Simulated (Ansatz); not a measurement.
Computed with Ansatz on PBE0-D4/def2-TZVP structures; ΔE is electronic, products minus reactants. CBS: MP2 limit from def2 TZ/QZ plus the TZ coupled-cluster correction, frozen cores. This one scheme is used for every species. DFT in def2-TZVPP. Each species was taken in one conformer, which may not be the lowest.

`NB(O[SiH3])O[SiH3]` + `O[SiH3]` → `[SiH3]OB(O[SiH3])O[SiH3]` + NH₃  (ligand exchange at a B–N bond)

| level | ΔE (kJ/mol) | difference from CCSD(T)/CBS |
| --- | --- | --- |
| r2SCANh-D4 | -34.2 | 2.1 |
| BHLYP-D4 | -39.3 | -3.0 |
| CAM-B3LYP-D4 | -35.3 | 1.0 |
| B2PLYP | -33.4 | 2.9 |
| revPBE | -26.9 | 9.4 |
| HF/def2-SVP | -47.0 | -10.7 |
| CCSD(T)/def2-SVP | -47.8 | -11.5 |
| HF/def2-TZVPP | -39.9 | -3.6 |
| MP2/def2-TZVPP | -35.6 | 0.7 |
| MP2/def2-QZVPP | -34.8 | 1.5 |
| CCSD(T)/CBS | -36.3 | 0 |

(1) What do rigid-rotor, harmonic-oscillator terms from PBE0-D4/def2-TZVP frequencies (298.15 K, 1 bar) make of the CCSD(T)/CBS value? (Best estimate.)

Largest T1 diagnostic among the species: 0.012.

## Answers

(1) Ansatz gave: ΔZPE = -1.3 kJ/mol, ΔH = -35.2 kJ/mol, ΔS = -32 J/(mol·K), ΔG = -25.7 kJ/mol. Modes under 50 cm⁻¹ make the entropy rough.

The D4 term adds −5.8 kJ/mol with B3LYP and −3.7 kJ/mol with PBE0; it sums over pairs of atoms, weighted by their polarisabilities, and B3LYP, whose exchange is more repulsive, gets the larger term. At CCSD(T), def2-SVP lies −11.5 kJ/mol from the extrapolated value and def2-TZVPP −1.8 kJ/mol. Leaving LDA and LC-ωPBE aside and taking each functional with its dispersion term where it has one, the values, not all of them listed here, spread over 9.3 kJ/mol, from BHLYP-D4 to PBE-D4. LDA lies +3.0 kJ/mol from PBE without D4.

B3LYP here is the variant with VWN-RPA as its local correlation; programs differ in this.

CCSD(T)/CBS has its own doubt, a few kJ/mol and more with outer-core shells, so smaller differences from it don't rank the levels.
